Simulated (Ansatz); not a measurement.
Z-matrix (Å, degrees):
```
C
In 1 2.154
Si 1 1.861 2 112.6
H 1 1.095 2 106.6 3 -120.1
H 1 1.092 2 108.9 3 123.9
O 2 1.994 1 113.4 3 47.2
H 2 1.706 1 133.8 3 -133.0
H 3 1.490 1 109.9 2 -59.7
H 3 1.490 1 112.9 2 179.8
H 3 1.490 1 110.4 2 58.9
H 6 0.960 2 113.3 1 -2.4
```

The species carries charge 0 and has multiplicity 1. In takes the def2 core potential.

Q: List the r2SCAN/def2-TZVPP orbital energies in eV (Ansatz 0.2.0). (Best estimate.)

A: The calculation gave: Occupied: -1790.93, -514.84, -273.13, -141.39, -125.46, -96.25, -96.24, -96.23, -82.21, -81.86, -81.86, -24.76, -19.68, -19.32, -19.31, -19.31, -19.15, -17.72, -13.33, -11.57, -10.82, -9.86, -9.01, -8.55, -8.45, -7.55, -6.94, -6.77. Lowest empty: -1.71, -1.09, 0.07, 0.66, 1.04, 1.20, 1.69, 1.85.
